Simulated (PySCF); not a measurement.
Compound: C7H8Cl2Si.
SMILES with atom numbers: `[CH2:1]=[C:2]1[SiH2:3][CH:4]=[C:5]([CH:6]([Cl:7])[Cl:8])[C:9]1=[CH2:10]`

NICS = −σ at a ghost point: NICS(0) at the centroid of the ring atoms, NICS(1) 1 Å to either side along the normal of their mean plane, zz for the tensor component along that normal. Level: GIAO PBE0/pcSseg-1 (PySCF, non-relativistic, gas phase) on the GFN2-xTB geometry, one conformer.

Ring bond lengths (Å), with Mayer bond orders in brackets: C2–Si3 1.891 (0.85), Si3–C4 1.877 (0.89), C4–C5 1.342 (1.84), C5–C9 1.470 (1.00), C9–C2 1.478 (1.06).

**Question.** What do the NICS probes read (ppm)?

**Answer.** 
| ring | type | NICS(0) | NICS(1), two faces | NICS(1)zz, two faces | rms pucker (Å) | centre to ring atoms, mean (Å) |
| --- | --- | --- | --- | --- | --- | --- |
| C2–Si3–C4–C5–C9 | 5-membered ring with Si; formal bonds 1 double, 4 single | 0.3 | -3.1 / -3.1 | -1.2 / -1.2 | 0.00 | 1.36 |

**Question.** What can be read from them?

**Answer.** 
- C2–Si3–C4–C5–C9: mean NICS(1)zz -1.2 ppm, near zero. Si3 has four or more neighbours, and the NICS criterion for π rings isn't applied.

**Question.** How shielded are the nuclei of the rings and their hydrogens (means over atoms taken as equivalent)?

**Answer.** 
| atoms | environment | σ isotropic (ppm) | principal values of the symmetric part, first atom (ppm) |
| --- | --- | --- | --- |
| C2 | fully substituted alkene carbon | 40.8 | -66.6, 31.5, 157.5 |
| Si3 | SiH2 silicon | 394.9 | 355.8, 381.3, 447.7 |
| C4 | alkene CH carbon | 52.6 | -40.2, 41.2, 156.7 |
| C5 | fully substituted alkene carbon | 20.4 | -98.4, 31.5, 128.1 |
| C9 | fully substituted alkene carbon | 40.6 | -66.7, 50.8, 137.8 |
| H on Si3 (×2) | Si–H hydrogen | 26.89 | 23.9, 24.6, 32.2 |
| H on C4 | vinylic hydrogen | 25.44 | 22.8, 24.5, 29.0 |

Conformer computed: `[CH2:1]=[C:2]1[SiH2:3][CH:4]=[C:5]([CH:6]([Cl:7])[Cl:8])[C:9]1=[CH2:10]`: C4–C5–C6–Cl7 -120°.
